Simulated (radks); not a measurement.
Species: Cd II. Configuration: [Kr] 4d10 5s1.

Calculated with a radial shooting solver on a logarithmic mesh with Libxc functionals: scalar-relativistic Kohn-Sham, OLYP, spin-unpolarised, spherical densities, finite nucleus; Fermi nuclear charge, rms radius 4.6087 fm.

Energy parts (eV):
total: -152286.705
kinetic: 158459.537
electron-nucleus: -367788.074
Hartree: 61299.566
exchange-correlation: -4257.734

Orbitals (lengths in bohr, moments of r in powers of bohr; r(max) is where P^2 peaks; r(90%) holds 90 % of the orbital's charge):
| orbital | occ. | eigenvalue (eV) | r(90%) | r(max) | <r^4> | <r> |
|---|---|---|---|---|---|---|
| 1s | 2 | -26530.45 | 0.0546 | 0.01968 | 4.067e-06 | 0.03040 |
| 2s | 2 | -3949.680 | 0.203 | 0.1112 | 0.0007171 | 0.1317 |
| 2p | 6 | -3545.641 | 0.187 | 0.08899 | 0.0005145 | 0.1149 |
| 3s | 2 | -743.7310 | 0.527 | 0.3239 | 0.03292 | 0.3581 |
| 3p | 6 | -611.1421 | 0.537 | 0.3171 | 0.03506 | 0.3568 |
| 3d | 10 | -403.8452 | 0.528 | 0.2655 | 0.03291 | 0.3342 |
| 4s | 2 | -114.8714 | 1.28 | 0.7950 | 1.152 | 0.8792 |
| 4p | 6 | -75.9558 | 1.42 | 0.8452 | 1.753 | 0.9596 |
| 4d | 10 | -20.5623 | 2.00 | 0.9799 | 7.438 | 1.263 |
| 5s | 1 | -12.6638 | 4.03 | 2.231 | 112.0 | 2.690 |

The highest occupied level is 5s at -12.664 eV. For comparison, the ionisation energy in NIST's Atomic Spectra Database is 16.908 eV (measured). In exact Kohn-Sham theory the highest level is minus the ionisation energy, but local and semilocal functionals leave it too shallow, through self-interaction and a potential that decays too fast; potentials with the right tail come closer. Summed over all electrons, <r^2> = 38.29 bohr^2, which gives a Langevin (diamagnetic) susceptibility term of -30.3 x 10^-6 cm^3/mol.

Beside tabulated values, note that spin-unpolarised runs miss the spin-polarisation part of the exchange energy of open shells.
